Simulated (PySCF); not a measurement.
GeH4Te. Atoms are numbered in the order given.

```xyz
6

Te     0.0313    -1.0431     0.0000
H     -1.6301    -1.1133     0.0000
Ge    -0.0018     1.5390     0.0000
H     -0.7061     2.0716     1.2577
H      1.4740     1.9651     0.0000
H     -0.7061     2.0716    -1.2577
```

Coordinates come from a B3LYP-D3(BJ)/def2-TZVP optimisation. The def2 effective core potentials stand for the cores of Te; spin–orbit coupling is left out.

Level of theory: PySCF with r2SCAN/def2-TZVPD.

The molecule is in vacuum.

Computed frontier levels, gap, dipole moment and polarisability:
```yaml
highest_occupied_level: -5.66 eV
lowest_empty_level: -1.59 eV
orbital_gap: 4.07 eV
dipole_moment: 0.77 D
quadrupole, principal values (traceless, Buckingham form, about the centre of nuclear charge): -4.16, 1.13, 3.03 D·Å
mean_static_polarisability: 78.6 bohr³ (11.65 Å³)
polarisability_principal_values: 67.9, 69.1, 98.9 bohr³
```
